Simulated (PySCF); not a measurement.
Choosing a molecule for a target property.

Each SMILES stands for a single optimised conformer of the isolated species, non-relativistic unless stated; the electronic structure was computed with PySCF and density fitting.

Dipoles, sizes and rotational constants follow the conformer. The torsions of the flexible species, by atom-mapped SMILES:
- `[N:1]#[C:2]/[CH:3]=[CH:4]\[NH2:5]`: H–N5–C4–C3 175°, H–N5–C4–C3 3°
- `[CH3:1][CH2:2][C@@H:3]1[CH2:4][CH2:5][C:6]12[CH2:7][CH2:8][CH2:9]2`: C1–C2–C3–C4 -68°
- `[Cl:1][CH2:2][C:3]1=[CH:4][C:5]2([CH:6]=[CH:7]1)[CH2:8][CH2:9]2`: Cl1–C2–C3–C4 121°

The conformers of `C#CC(Cl)=C1CCCC1` aren't listed.

Problem. Wanted: lowest triplet excitation (Tamm–Dancoff) above 6 eV (TDA B3LYP/def2-SVPD) and vertical ionisation energy above 8.6 eV (ΔSCF B3LYP/def2-SVPD), at PBE0-D3(BJ)/def2-SVP geometries. Which candidate meets both?
A. `C1CCC(C1)=C(C#C)Cl`
B. `ClCC1=CC2(C=C1)CC2`
C. `CC[C@@H]1CCC12CCC2`
D. `N#C/C=C\N`
E. `F[Se](F)(F)F`

Solution. C. Computed values:
```
           species  lowest triplet excitation (Tamm–Dancoff)  vertical ionisation energy
ClCC1=CC2(C=C1)CC2                                   3.04 eV                     8.20 eV
C1CCC(C1)=C(C#C)Cl                                   3.16 eV                     8.35 eV
         N#C/C=C\N                                   3.45 eV                     8.80 eV
      F[Se](F)(F)F                                   4.86 eV                    13.12 eV
CC[C@@H]1CCC12CCC2                                   7.12 eV                     9.40 eV
```

Problem. Wanted: static isotropic polarisability below 40 au (B3LYP/def2-SVPD) and smallest rotational constant above 0.8 GHz (PBE0-D3(BJ)/def2-SVP), at PBE0-D3(BJ)/def2-SVP geometries. Which candidate meets both?
A. `C12(CCC2)CC[C@H]1CC`
B. `FC1=COC(F)=CC1`
C. `ClCC1=CC2(C=C1)CC2`
D. `N#C/C=C\N`
E. `F[Se](F)(F)F`

Solution. E. Computed values:
| species | static isotropic polarisability | smallest rotational constant |
| --- | --- | --- |
| F[Se](F)(F)F | 33.6 au | 2.739 GHz |
| N#C/C=C\N | 52.6 au | 2.858 GHz |
| FC1=COC(F)=CC1 | 60.5 au | 1.153 GHz |
| C12(CCC2)CC[C@H]1CC | 103.8 au | 0.953 GHz |
| ClCC1=CC2(C=C1)CC2 | 109.1 au | 0.643 GHz |

Problem. Wanted: lowest singlet excitation between 5.7 eV and 6.6 eV (TDDFT B3LYP/def2-SVPD) and electronic spatial extent ⟨r²⟩ about the centre of nuclear charge below 1600 bohr² (B3LYP/def2-SVPD), at PBE0-D3(BJ)/def2-SVP geometries. Which candidate meets both?
A. `N#C/C=C\N`
B. `F[Se](F)(F)F`
C. `FC1=COC(F)=CC1`
D. `C12(CCC2)CC[C@H]1CC`
E. `ClCC1=CC2(C=C1)CC2`

Solution. B. Computed values:
| species | lowest singlet excitation | electronic spatial extent ⟨r²⟩ about the centre of nuclear charge |
| --- | --- | --- |
| ClCC1=CC2(C=C1)CC2 | 4.67 eV | 1756 bohr² |
| FC1=COC(F)=CC1 | 5.10 eV | 904 bohr² |
| N#C/C=C\N | 5.30 eV | 419 bohr² |
| F[Se](F)(F)F | 6.08 eV | 453 bohr² |
| C12(CCC2)CC[C@H]1CC | 7.20 eV | 1404 bohr² |
